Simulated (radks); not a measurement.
Values are calculated unless marked as measured or tabulated.
Ionisation of Pm2+, [Xe] 4f5, to Pm3+, [Xe] 4f4, under several functionals. Scalar-relativistic Kohn-Sham, spin-polarised, spherical densities, point nucleus; open shells are filled with parallel spins first (spin-orbit coupling, left out, can overturn this in heavy ions); a radial shooting solver on a logarithmic mesh with Libxc functionals.

functional         E(Pm2+) (hartree)  Exc (hartree)  IE (eV)  -e(HOMO) (eV)  <r> HOMO (bohr)  IE error (eV)
PBE                      -10020.0998      -228.5419   24.359         16.296            1.018         +1.919
exchange-only B88        -10017.7814      -226.1828   23.177         15.195            1.023         +0.737
AM05                     -10013.3292      -221.7537   24.420         16.330            1.015         +1.980
Wu-Cohen GGA             -10019.1895      -227.6289   24.384         16.309            1.017         +1.944
PW91                     -10021.3123      -229.7633   24.439         16.372            1.018         +1.999
OLYP                     -10023.8288      -232.4420   24.767         16.610            1.008         +2.327

NIST Atomic Spectra Database: 22.4 eV (semi-empirical). Closest: exchange-only B88. The Delta-SCF values span 1.59 eV, the total energies 10.50 hartree. The highest occupied level is 4f. Open shells are spherical and high-spin; term and fine-structure splittings are not resolved. Spin-orbit splitting is averaged out at the scalar-relativistic level.
